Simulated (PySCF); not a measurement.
trimethylsulfonium (C3H9S), SMILES C[S+](C)C, charge +1.

Coordinates come from a B3LYP-D3(BJ)/def2-SVP optimisation.

Computed with PBE/def2-TZVP (PySCF).

Symmetry labels are those of the subgroup Cs that the program uses (full group C3v).

Computed valence orbital energies around the gap with their symmetry:
```csv
orbital,symmetry,energy (eV)
HOMO−7,A',-16.73
HOMO−6,A",-16.73
HOMO−5,A",-15.61
HOMO−4,A',-15.61
HOMO−3,A",-15.06
HOMO−2,A",-14.61
HOMO−1,A',-14.61
HOMO,A',-12.95
LUMO,A',-5.82
LUMO+1,A",-5.82
LUMO+2,A',-4.91
LUMO+3,A',-4.17
```
